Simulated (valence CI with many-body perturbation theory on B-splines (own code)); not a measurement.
# Level structure of Kr XXX

Method: configuration interaction combined with many-body perturbation theory (CI+MBPT): five valence electrons over a frozen Dirac-Fock core [He], radial functions for each j: 11 s, 11 p, 10 d, 8 f, 5 g, 2 h, with the one-electron correlation potential Σ1, the two-electron term Σ2, the three-electron term Σ3, Breit, model QED; selected CI, second order for the rest, scaled by the run's own slope (own B-spline code, finite nucleus).

No measured spectrum was set against this ion. As an estimate, large intervals hold to a few tenths of a per cent, small ones and those within an open d or f shell to about a per cent. Among the levels kept, up to 5300 cm⁻¹ of a level comes from second order outside the variational space, and about a tenth of that is noise between levels of different J, which matters for small intervals.

Levels 46 to 90 of 209, with energies above the lowest level, (2s^2 2p1/2^2 2p3/2) J=3/2. "Leading %" is the weight of the configuration and term that name the level; weights of strongly mixed levels are sums over their largest components and can fall short, so below about 35 % the name and the second component can differ from the true leading terms, or belong to a minority configuration. In the jj column 3d3/2^4 stands for four electrons in 3d with j = 3/2. Lifetimes count E1, E2, E3, M1 and M2 decay at the calculated energies, and are blank where another channel may lead or the interval is too uncertain; long ones can be off by a factor of two.

| No. | Configuration | Term | J | E (Ry) | Leading % | Second component | Lifetime | g | Leading jj |
| --- | --- | --- | --- | --- | --- | --- | --- | --- | --- |
| 46 | 2s2 2p2 3d | 2F | 5/2 | 149.97 | 43 | 39 % 2s2 2p2 3d 4P | 18.1 fs | 1.204 | 2s^2 2p1/2 2p3/2 3d5/2 (82 %) |
| 47 | 2s2 2p2 3d | 4D | 3/2 | 149.99 | 43 | 25 % 2s2 2p2 3d 2P | 28.9 fs | 1.222 | 2s^2 2p1/2 2p3/2 3d5/2 (86 %) |
| 48 | 2s2 2p2 3d | 4F | 9/2 | 150.24 | 54 | 45 % 2s2 2p2 3d 2G | 191 ps | 1.228 | 2s^2 2p1/2 2p3/2 3d5/2 (95 %) |
| 49 | 2s2 2p2 3p | 2D° | 5/2 | 150.31 | 56 | 20 % 2s2 2p2 3p 2F° | 6.01 ps | 1.184 | 2s^2 2p3/2^2 3p1/2 (89 %) |
| 50 | 2s 2p3 3s | 4S° | 3/2 | 150.34 | 40 | 14 % 2s2 2p2 3p 4S° | 128 fs | 1.636 | 2s 2p1/2^2 2p3/2 3s (54 %) |
| 51 | 2s2 2p2 3d | 4D | 5/2 | 150.54 | 39 | 33 % 2s2 2p2 3d 2D | 14.7 fs | 1.260 | 2s^2 2p1/2 2p3/2 3d3/2 (52 %) |
| 52 | 2s2 2p2 3p | 2D° | 5/2 | 150.67 | 53 | 28 % 2s2 2p2 3p 4P° | 8.78 ps | 1.252 | 2s^2 2p3/2^2 3p3/2 (94 %) |
| 53 | 2s2 2p2 3d | 4P | 3/2 | 150.67 | 47 | 25 % 2s2 2p2 3d 2P | 10.9 fs | 1.409 | 2s^2 2p1/2 2p3/2 3d3/2 (82 %) |
| 54 | 2s2 2p2 3p | 2P° | 1/2 | 150.73 | 65 | 23 % 2s2 2p2 3p 2S° | 1.84 ps | 1.044 | 2s^2 2p3/2^2 3p3/2 (84 %) |
| 55 | 2s2 2p2 3p | 2F° | 7/2 | 150.76 | 52 | 45 % 2s2 2p2 3p 4D° | 10.1 ps | 1.272 | 2s^2 2p3/2^2 3p3/2 (93 %) |
| 56 | 2s2 2p2 3d | 4P | 1/2 | 150.82 | 55 | 26 % 2s2 2p2 3d 2S | 11.0 fs | 2.114 | 2s^2 2p1/2 2p3/2 3d3/2 (87 %) |
| 57 | 2s2 2p2 3d | 2D | 5/2 | 151.09 | 60 | 23 % 2s2 2p2 3d 2F | 9.18 fs | 1.129 | 2s^2 2p1/2 2p3/2 3d5/2 (65 %) |
| 58 | 2s2 2p2 3d | 2F | 7/2 | 151.18 | 48 | 35 % 2s2 2p2 3d 2G | 12.8 fs | 1.084 | 2s^2 2p1/2 2p3/2 3d5/2 (77 %) |
| 59 | 2s2 2p2 3d | 2D | 3/2 | 151.25 | 72 | 17 % 2s2 2p2 3d 2P | 16.2 fs | 0.890 | 2s^2 2p1/2 2p3/2 3d5/2 (91 %) |
| 60 | 2s2 2p2 3d | 2P | 1/2 | 151.30 | 77 | 14 % 2s2 2p2 3d 2S | 14.3 fs | 0.827 | 2s^2 2p1/2 2p3/2 3d5/2 (84 %) |
| 61 | 2s2 2p2 3p | 2P° | 1/2 | 152.01 | 87 | 7 % 2s2 2p2 3p 4D° | 4.01 ps | 0.682 | 2s^2 2p3/2^2 3p1/2 (89 %) |
| 62 | 2s 2p3 3p | 6P | 3/2 | 152.04 | 66 | 17 % 2s 2p3 3p 4P | 717 fs | 2.132 | 2s 2p1/2^2 2p3/2 3p1/2 (69 %) |
| 63 | 2s2 2p2 3p | 2P° | 3/2 | 152.13 | 47 | 10 % 2s 2p3 3s 4D° | 553 fs | 1.306 | 2s^2 2p3/2^2 3p3/2 (74 %) |
| 64 | 2s 2p3 3p | 6P | 5/2 | 152.15 | 53 | 26 % 2s 2p3 3p 4P | 218 fs | 1.677 | 2s 2p1/2^2 2p3/2 3p1/2 (64 %) |
| 65 | 2s 2p3 3s | 4D° | 1/2 | 152.52 | 61 | 22 % 2s 2p3 3s 2P° | 123 fs | 0.497 | 2s 2p1/2^2 2p3/2 3s (79 %) |
| 66 | 2s 2p3 3s | 4D° | 3/2 | 152.77 | 29 | 16 % 2s 2p3 3s 4P° | 214 fs | 1.331 | 2s 2p1/2^2 2p3/2 3s (60 %) |
| 67 | 2s2 2p2 3p | 2P° | 3/2 | 152.92 | 66 | 11 % 2s2 2p2 3p 2D° | 1.68 ps | 1.301 | 2s^2 2p3/2^2 3p3/2 (90 %) |
| 68 | 2s 2p3 3p | 6P | 7/2 | 153.12 | 75 | 20 % 2s 2p3 3p 4D | 3.12 ps | 1.625 | 2s 2p1/2^2 2p3/2 3p3/2 (69 %) |
| 69 | 2s 2p3 3s | 4D° | 5/2 | 153.48 | 57 | 17 % 2s 2p3 3s 4P° | 160 fs | 1.496 | 2s 2p1/2 2p3/2^2 3s (75 %) |
| 70 | 2s 2p3 3p | 4P | 3/2 | 153.67 | 61 | 14 % 2s 2p3 3p 2P | 53.1 fs | 1.679 | 2s 2p1/2^2 2p3/2 3p3/2 (75 %) |
| 71 | 2s 2p3 3p | 4P | 5/2 | 153.98 | 52 | 24 % 2s 2p3 3p 6P | 55.5 fs | 1.562 | 2s 2p1/2^2 2p3/2 3p3/2 (58 %) |
| 72 | 2s 2p3 3p | 4P | 1/2 | 154.09 | 71 | 8 % 2s 2p3 3p 2P | 43.9 fs | 2.119 | 2s 2p1/2^2 2p3/2 3p3/2 (65 %) |
| 73 | 2s2 2p2 3d | 2F | 7/2 | 154.23 | 53 | 34 % 2s2 2p2 3d 4D | 473 fs | 1.227 | 2s^2 2p3/2^2 3d5/2 (96 %) |
| 74 | 2s 2p3 3s | 2D° | 3/2 | 154.23 | 42 | 21 % 2s 2p3 3s 4D° | 113 fs | 1.201 | 2s 2p1/2 2p3/2^2 3s (75 %) |
| 75 | 2s2 2p2 3d | 2G | 9/2 | 154.40 | 54 | 44 % 2s2 2p2 3d 4F | 185 ps | 1.208 | 2s^2 2p3/2^2 3d5/2 (94 %) |
| 76 | 2s2 2p2 3d | 2D | 3/2 | 154.48 | 49 | 17 % 2s2 2p2 3d 4P | 15.1 fs | 1.064 | 2s^2 2p3/2^2 3d3/2 (92 %) |
| 77 | 2s2 2p2 3d | 2P | 1/2 | 154.51 | 73 | 11 % 2s2 2p2 3d 4D | 29.4 fs | 0.866 | 2s^2 2p3/2^2 3d3/2 (46 %) |
| 78 | 2s2 2p2 3d | 2D | 5/2 | 154.51 | 34 | 21 % 2s2 2p2 3d 4D | 14.1 fs | 1.210 | 2s^2 2p3/2^2 3d3/2 (77 %) |
| 79 | 2s 2p3 3s | 4D° | 7/2 | 154.63 | 97 |  | 123 fs | 1.421 | 2s 2p1/2 2p3/2^2 3s (97 %) |
| 80 | 2s2 2p2 3d | 2F | 7/2 | 154.79 | 50 | 33 % 2s2 2p2 3d 2G | 11.8 fs | 1.071 | 2s^2 2p3/2^2 3d3/2 (93 %) |
| 81 | 2s2 2p2 3d | 2S | 1/2 | 155.14 | 44 | 25 % 2s2 2p2 3d 4P | 15.8 fs | 1.832 | 2s^2 2p3/2^2 3d5/2 (42 %) |
| 82 | 2s 2p3 3p | 4F | 3/2 | 155.36 | 31 | 11 % 2s 2p3 3p 4D | 38.0 fs | 0.932 | 2s 2p1/2^2 2p3/2 3p1/2 (61 %) |
| 83 | 2s 2p3 3p | 4D | 1/2 | 155.36 | 35 | 18 % 2s 2p3 3p 2P | 43.1 fs | 1.050 | 2s 2p1/2^2 2p3/2 3p1/2 (63 %) |
| 84 | 2s 2p3 3s | 2D° | 5/2 | 155.39 | 77 | 18 % 2s 2p3 3s 4D° | 98.5 fs | 1.238 | 2s 2p1/2 2p3/2^2 3s (96 %) |
| 85 | 2s2 2p2 3d | 2P | 3/2 | 155.49 | 48 | 12 % 2s 2p3 3p 4F | 16.0 fs | 1.153 | 2s^2 2p3/2^2 3d5/2 (63 %) |
| 86 | 2s2 2p2 3d | 2D | 5/2 | 155.61 | 63 | 25 % 2s2 2p2 3d 2F | 13.8 fs | 1.123 | 2s^2 2p3/2^2 3d5/2 (84 %) |
| 87 | 2s 2p3 3d | 6D° | 5/2 | 156.31 | 70 | 15 % 2s 2p3 3d 4D° | 271 fs | 1.543 | 2s 2p1/2^2 2p3/2 3d3/2 (61 %) |
| 88 | 2s 2p3 3s | 4P° | 1/2 | 156.31 | 83 | 6 % 2s 2p3 3s 2P° | 160 fs | 2.386 | 2s 2p1/2 2p3/2^2 3s (94 %) |
| 89 | 2s 2p3 3p | 4D | 3/2 | 156.31 | 41 | 14 % 2s 2p3 3p 2P | 159 fs | 1.471 | 2s 2p1/2 2p3/2^2 3p1/2 (74 %) |
| 90 | 2s 2p3 3d | 6D° | 3/2 | 156.33 | 75 | 11 % 2s 2p3 3d 4P° | 219 fs | 1.741 | 2s 2p1/2^2 2p3/2 3d3/2 (64 %) |
